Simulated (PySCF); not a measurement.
Compound: CH9NOSeSi2.
Cartesian coordinates in Å at the PBE0-D3(BJ)/def2-SVP level; atoms count from 1:
```
atom  x, y, z in Å
C1    -1.780   -1.837   -0.470
O2    -1.308   -0.539   -0.701
Si3   -1.035    0.578    0.491
N4    -0.371    1.913   -0.352
Se5    0.478   -0.110    2.050
Si6    2.272    0.254    0.671
H7    -1.903   -2.345   -1.438
H8    -1.070   -2.423    0.142
H9    -2.758   -1.839    0.045
H10   -2.298    0.783    1.264
H11   -0.645    2.093   -1.312
H12   -0.061    2.746    0.131
H13    2.024   -0.287   -0.695
H14    3.406   -0.484    1.304
H15    2.634    1.699    0.595
```

Linear response at PBE0/def2-SVPD (PySCF, frozen core in the response, non-relativistic). The PBE0/def2-SVPD calculation is non-relativistic and has no spin–orbit coupling, an omission that weighs most on selenium.

Static isotropic polarisability: 107.43 au (15.92 Å³), principal values 97.1, 102.4, 122.8 au.

**Question.** What is the polarisability at 1064 nm and at the sodium D line?

**Answer.** 108.59 au at 1064 nm (+1.1 %), 111.33 au at 589.3 nm (+3.6 %). The rise at 589.3 nm is 3.38 times that at 1064 nm; a pure ω² law gives 3.26. The lowest singlet lies at 226 nm, shorter than both wavelengths.

**Question.** What is the isotropic C6 coefficient between two such molecules, C6 = (3/π)∫α(iω)² dω?

**Answer.** 4088 au (Eh·bohr⁶) by a ten-point quadrature over imaginary frequencies, which is 2440 eV·Å⁶ or 236 J·nm⁶/mol.

**Question.** Which effective excitation energy ω̄ makes London's formula C6 = (3/4)α²ω̄ exact here?

**Answer.** ω̄ = 4·C6/(3α²) = 0.472 Eh = 12.8 eV. A one-pole form α(ω) = α/(1 − ω²/ω̄²) fitted to the 1064 nm value gives 11.3 eV. London's choice of the ionisation energy (8.90 eV, ΔSCF at the same level) gives C6 = 2830 au, 31 % too low.

**Question.** How anisotropic is the static polarisability, by Δα² = ½[(α1 − α2)² + (α2 − α3)² + (α3 − α1)²]?

**Answer.** Δα = 23.5 au, or 0.22 of the isotropic value.

**Question.** The lowest 6 singlets have (eV, f): 5.48, 0.010; 6.03, 0.033; 6.20, 0.016; 6.37, 0.009; 6.53, 0.031; 6.71, 0.032. What share of the static polarisability do they carry in the sum over states α = Σ f/ω²?

**Answer.** 2.44 au, 2.3 % of α; the largest term, 0.66 au, is that of the state at 6.03 eV. Their oscillator strengths add up to 0.13. Higher states carry the rest.

**Question.** How many electrons N does the Slater–Kirkwood formula C6 = (3/4)·√N·α^(3/2) need to give this C6?

**Answer.** N = (4·C6/3)²/α³ = 24.0; the species has 92 electrons in all.

**Question.** What three-body coefficient follows from the one-pole estimate C9 = (3/4)·α·C6?

**Answer.** 329000 au. This is an estimate from the two numbers above, not a computed integral.

**Question.** What n − 1 at the D line would an ideal gas of it have at 273.15 K and 1 atm (2.6868 × 10¹⁹ cm⁻³), by n − 1 = 2π·N·α′?

**Answer.** 27.85 × 10⁻⁴, a formal value whether or not that pressure can be reached.

**Question.** What molar refraction at the D line follows from R = (4π/3)·N_A·α′, with α′ the polarisability volume?

**Answer.** α′ = 16.50 Å³ gives R = 41.62 cm³/mol, for isolated, non-vibrating species.

On Arm Neoverse N1, one thread, shared host, this took 72 s of wall time. This is the whole response run at PBE0/def2-SVPD, SCF included.

One conformer stands for the species.
